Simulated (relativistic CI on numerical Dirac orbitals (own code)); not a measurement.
**Ru III: from the plainest model towards the measured levels**

Calculated with a relativistic CI code on KLI orbitals (one set per configuration, finite nucleus), adding one ingredient at a time: step 1, Dirac-Coulomb, each configuration alone; step 2, with Breit and QED terms; step 3, with configuration mixing; step 4, with scaled Slater integrals (0.85); step 5, with a P86 correlation estimate; step 6, tied to the ionisation limit. P86 is a density functional for the correlation energy, evaluated here for each configuration and added to its levels. Step 6 is semi-empirical: configurations made of the next ion and one excited electron move by 4214 cm⁻¹, so that their limit matches the tabulated ionisation energy, and those with a non-penetrating f or g electron also take the P86 value of the least penetrating other one.

Configuration list (outside the closed core [Ar] 3d10 4s2): 4p6.4d6, 4p6.4d5.5s, 4p6.4d5.5p, 4p6.4d5.5d, 4p6.4d5.6s, 4p6.4d5.4f, 4p6.4d4.5s.5p, 4p6.4d5.6p, 4p6.4d5.6d, 4p6.4d5.5f, 4p6.4d5.6f, 4p5.4d7, 4p6.4d4.5s2, 4p6.4d3.5s2.5p, 4p6.4d3.5s2.5d, 4p6.4d3.5s2.6s, 4p6.4d3.4f.5s2, 4p6.4d3.5s2.6p.

Computed minus measured energy above the ground level, in cm⁻¹, for 4 of the 11 excited levels that pair in every step (one J of a term; a digit in brackets numbers repeated terms):

```csv
Configuration,Term,J,Measured,Step 1,Step 2,Step 3,Step 4,Step 5,Step 6
4p6.4d6,5D,3,1159,-44,-85,-122,-104,-102,-101
4p6.4d5.5s,5S,2,41112,-1316,-1073,-636,435,4242,8422
4p6.4d5.5p,7P°,2,76056,-9020,-8853,-8115,-4543,538,4720
4p6.4d5.5p,5P°,3,83998,-5375,-5237,-5912,-3622,1487,5636
```

Mean absolute errors in cm⁻¹, over all paired levels and for the configurations:

```csv
"Configuration, levels",Step 1,Step 2,Step 3,Step 4,Step 5,Step 6
"all, 11",4076,3999,3971,2368,945,3596
"4p6.4d6, 4",31,94,157,151,148,146
"4p6.4d5.5s, 1",1316,1073,636,435,4242,8422
"4p6.4d5.5p, 6",7232,7089,7070,4168,927,5091
```

Measured levels: Moore, Atomic Energy Levels, vol. III, NSRDS-NBS 35 (1971 reprint of NBS Circular 467, 1958). The analysis dates from before 1960.

The mean absolute error is lowest at step 5 (945 cm⁻¹), and the largest single drop is from step 3 to 4 (3971 to 2368). The Breit and QED terms change the top of the ground term (measured 2476) from 2450 to 2371. Mixing lowers the ground level by 941; relative to it the configurations that move most are 4p6.4d5.5s by +437, 4p6.4d5.5p by +20. The P86 estimate moves 4p6.4d5.5p by +5096, 4p6.4d5.5s by +3806, and takes the mean absolute error of the excited configurations from 3635 to 1401. Step 6 takes that error from 1401 to 5567; it grows for 4p6.4d5.5s, 4p6.4d5.5p. The shift fits the limit, so it does little for low levels whose errors differ from those near the limit.
